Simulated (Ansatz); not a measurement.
Reaction (redistribution): `F[CH]([SiH3])[GaH2]` + `CO[SiH2]CF` → `CO[SiH2]C[SiH3]` + `F[CH](F)[GaH2]`

Isolated molecules relaxed with PBE0-D4/def2-TZVP in Ansatz; ΔE leaves out vibrations. CCSD(T)/CBS adds triple-zeta CCSD(T) − MP2 to the extrapolated MP2 energy (def2 sets, frozen cores). Functionals use def2-TZVPP. B3LYP here is the variant with VWN-RPA as its local correlation; programs differ in this. For Ga outer-core shells are correlated without core-valence functions, which leaves a few kJ/mol of doubt a bond. Scalar relativity is left out up to krypton. Each species was taken in one conformer, which may not be the lowest.

```
             level  ΔE (kcal/mol)  difference from CCSD(T)/CBS
            PBE-D4          -15.4                         -0.1
           PBE0-D4          -16.3                         -1.0
          B3LYP-D4          -14.7                          0.6
           ωB97X-V          -16.0                         -0.7
            r2SCAN          -16.6                         -1.3
              PBE0          -16.4                         -1.1
             B3LYP          -14.9                          0.4
CCSD(T)/def2-TZVPP          -16.4                         -1.1
     HF/def2-QZVPP          -16.5                         -1.2
     MP2/CBS(def2)          -16.3                         -1.0
       CCSD(T)/CBS          -15.3                            0
```

Largest T1 diagnostic among the species: 0.013.

From PBE to PBE0 (25 % exact exchange), in def2-TZVPP and without D4, ΔE moves by −0.8 kcal/mol.
